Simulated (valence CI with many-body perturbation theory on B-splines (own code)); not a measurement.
Values are calculated unless marked as measured or tabulated.
## Level structure of Cl⁴⁺

Method: relativistic CI+MBPT: three valence electrons over a frozen Dirac-Fock core [Ne], a basis of 11 s, 11 p, 9 d, 7 f, 5 g, 2 h, 1 i functions for each j, with the one-electron correlation potential Σ1 (screened to all orders), the two-electron term Σ2, the three-electron term Σ3, Breit, model QED; selected single and double excitations, second order for the rest, scaled by the run's own slope (own B-spline code, finite nucleus).

No measured levels were compared; by estimate levels hold to about 100 cm⁻¹ or 0.05 % of their energy and the worst to 300 or 400 cm⁻¹, as in measured light ions of charge 2 to 7.

Levels 1 to 45 of 81, with energies above the lowest level, 3s2.3p 2P°_1/2. "Leading %" is the weight of the configuration and term that name the level; weights of strongly mixed levels are sums over their largest components and can fall short.

| No. | Configuration | Term | J | E (cm⁻¹) | Leading % | Second component | g |
| --- | --- | --- | --- | --- | --- | --- | --- |
| 1 | 3s2.3p | 2P° | 1/2 | 0 | 96 |  | 0.666 |
| 2 | 3s2.3p | 2P° | 3/2 | 1494 | 96 |  | 1.334 |
| 3 | 3s.3p2 | 4P | 1/2 | 85497 | 99 |  | 2.670 |
| 4 | 3s.3p2 | 4P | 3/2 | 86036 | 99 |  | 1.735 |
| 5 | 3s.3p2 | 4P | 5/2 | 86881 | 99 |  | 1.601 |
| 6 | 3s.3p2 | 2D | 3/2 | 113200 | 83 | 14 % 3s2.3d 2D | 0.800 |
| 7 | 3s.3p2 | 2D | 5/2 | 113270 | 83 | 14 % 3s2.3d 2D | 1.200 |
| 8 | 3s.3p2 | 2S | 1/2 | 146750 | 96 |  | 1.995 |
| 9 | 3s.3p2 | 2P | 1/2 | 158060 | 94 |  | 0.673 |
| 10 | 3s.3p2 | 2P | 3/2 | 159020 | 94 |  | 1.334 |
| 11 | 3s2.3d | 2D | 3/2 | 185870 | 81 | 14 % 3s.3p2 2D | 0.799 |
| 12 | 3s2.3d | 2D | 5/2 | 185900 | 81 | 14 % 3s.3p2 2D | 1.200 |
| 13 | 3p3 | 2D° | 3/2 | 222430 | 62 | 37 % 3s.3p.3d 2D° | 0.800 |
| 14 | 3p3 | 2D° | 5/2 | 222570 | 62 | 36 % 3s.3p.3d 2D° | 1.200 |
| 15 | 3p3 | 4S° | 3/2 | 233370 | 98 |  | 2.001 |
| 16 | 3s.3p.3d | 4F° | 3/2 | 247120 | 99 |  | 0.399 |
| 17 | 3s.3p.3d | 4F° | 5/2 | 247420 | 99 |  | 1.029 |
| 18 | 3s.3p.3d | 4F° | 7/2 | 247850 | 99 |  | 1.238 |
| 19 | 3s.3p.3d | 4F° | 9/2 | 248410 | 99 |  | 1.334 |
| 20 | 3p3 | 2P° | 3/2 | 252960 | 72 | 24 % 3s.3p.3d 2P° | 1.335 |
| 21 | 3p3 | 2P° | 1/2 | 253010 | 72 | 24 % 3s.3p.3d 2P° | 0.666 |
| 22 | 3s2.4s | 2S | 1/2 | 256360 | 95 |  | 2.002 |
| 23 | 3s.3p.3d | 4P° | 5/2 | 269430 | 95 |  | 1.593 |
| 24 | 3s.3p.3d | 4P° | 3/2 | 269870 | 95 | 4 % 3s.3p.3d 4D° | 1.712 |
| 25 | 3s.3p.3d | 4P° | 1/2 | 270190 | 97 |  | 2.617 |
| 26 | 3s.3p.3d | 4D° | 1/2 | 272050 | 97 |  | 0.051 |
| 27 | 3s.3p.3d | 4D° | 3/2 | 272210 | 94 | 4 % 3s.3p.3d 4P° | 1.222 |
| 28 | 3s.3p.3d | 4D° | 5/2 | 272370 | 95 |  | 1.380 |
| 29 | 3s.3p.3d | 4D° | 7/2 | 272480 | 99 |  | 1.429 |
| 30 | 3s.3p.3d | 2D° | 5/2 | 281460 | 76 | 21 % 3p3 2D° | 1.201 |
| 31 | 3s.3p.3d | 2D° | 3/2 | 281500 | 76 | 21 % 3p3 2D° | 0.800 |
| 32 | 3s.3p.3d | 2F° | 5/2 | 293540 | 97 |  | 0.857 |
| 33 | 3s.3p.3d | 2F° | 7/2 | 294750 | 97 |  | 1.143 |
| 34 | 3s2.4p | 2P° | 1/2 | 295720 | 92 |  | 0.666 |
| 35 | 3s2.4p | 2P° | 3/2 | 296120 | 92 |  | 1.334 |
| 36 | 3s.3p.3d | 2F° | 7/2 | 319770 | 89 | 6 % 3s2.4f 2F° | 1.143 |
| 37 | 3s.3p.3d | 2F° | 5/2 | 320100 | 88 | 6 % 3s2.4f 2F° | 0.857 |
| 38 | 3s.3p.3d | 2P° | 3/2 | 322250 | 77 | 16 % 3p3 2P° | 1.333 |
| 39 | 3s.3p.3d | 2P° | 1/2 | 322600 | 78 | 16 % 3p3 2P° | 0.666 |
| 40 | 3s.3p.3d | 2P° | 1/2 | 335590 | 85 | 6 % 3p3 2P° | 0.666 |
| 41 | 3s.3p.3d | 2P° | 3/2 | 335610 | 85 | 5 % 3p3 2P° | 1.331 |
| 42 | 3s.3p.3d | 2D° | 3/2 | 339190 | 79 | 15 % 3p3 2D° | 0.803 |
| 43 | 3s.3p.3d | 2D° | 5/2 | 339400 | 80 | 15 % 3p3 2D° | 1.200 |
| 44 | 3s2.4d | 2D | 3/2 | 349510 | 94 |  | 0.799 |
| 45 | 3s2.4d | 2D | 5/2 | 349530 | 94 |  | 1.200 |

Names give the largest LS component (configuration and term), which can be under half, so a name can repeat, a term be missing and a line seem to break the LS rules; names also repeat where a configuration has a term twice.

The ionisation energy to 3s2 1S_0 of the next ion comes out as 67.74 eV (NIST: 67.68 ± 0.1 eV (semi-empirical)). All 81 levels together are meant to be complete up to 402880 cm⁻¹.
